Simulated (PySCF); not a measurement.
In(OH)2(OMe), CH5InO3, SMILES C[O][In]([OH])[OH] (B3LYP/def2-SVP optimised geometry):

```
10

In    -0.917     0.321     0.000
O     -1.841    -1.455    -0.013
H     -1.194    -2.176    -0.010
O     -1.991     2.011     0.000
H     -2.938     1.805     0.004
O      1.087     0.321     0.000
C      1.874     1.488     0.042
H      1.743     2.070     0.976
H      2.938     1.190    -0.009
H      1.687     2.176    -0.805
```

Level of theory: PySCF with B3LYP/def2-TZVP, def2 effective core potentials past Kr.

Task: What are the frontier orbital energies and the dipole moment?

Result: HOMO-2 -8.38 eV, HOMO-1 -7.87 eV, HOMO -7.53 eV, LUMO -2.45 eV, LUMO+1 -0.95 eV; dipole moment 0.34 D.

On the same geometry PBE/def2-TZVP, def2 effective core potentials past Kr (PySCF 2.14.0) gives HOMO-2 -6.93 eV, HOMO-1 -6.66 eV, HOMO -6.20 eV, LUMO -2.99 eV, LUMO+1 -1.33 eV; dipole moment 0.34 D.
